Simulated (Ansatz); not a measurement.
CH5FOSi2 (`F[C@H]1O[Si@H]1[SiH3]`). Charge 0, multiplicity 1. The structure was optimised at the PBE0-D4/def2-TZVP level.

```xyz
10

F    -0.143    0.639    2.291
C    -0.818   -0.334    1.620
O    -1.694    0.182    0.648
Si   -0.467   -0.681   -0.141
Si    1.089    0.594   -1.314
H    -1.294   -1.001    2.338
H    -0.923   -1.955   -0.754
H     2.250   -0.270   -1.651
H     1.520    1.729   -0.464
H     0.480    1.097   -2.573
```

**Question.** What is the dipole moment at ωB97M-V/def2-TZVPP? (An estimate is asked.)

**Answer.** The calculation gave: 2.56 D, with components (1.06, -1.68, -1.62) D in this frame, pointing from negative to positive charge.

**Question.** And with PBE, r2SCAN, B3LYP? (An estimate is asked.)

**Answer.** Computed: PBE 2.13 D, r2SCAN 2.25 D, B3LYP 2.50 D.

**Question.** Give the Mulliken charges with ωB97M-V, PBE, B3LYP in def2-TZVPP. (Best estimate.)

**Answer.** The calculation gave: 
```tsv
atom	ωB97M-V	PBE	B3LYP
F1	-0.21	-0.17	-0.22
C2	0.14	0.15	0.19
O3	-0.36	-0.30	-0.37
Si4	0.31	0.27	0.34
Si5	0.04	0.09	0.15
H6	0.11	0.09	0.10
H7	-0.03	-0.06	-0.07
H8	-0.01	-0.03	-0.05
H9	0.01	-0.02	-0.02
H10	0.00	-0.03	-0.04
```

B3LYP here is the variant with VWN-RPA as its local correlation; programs differ in this.
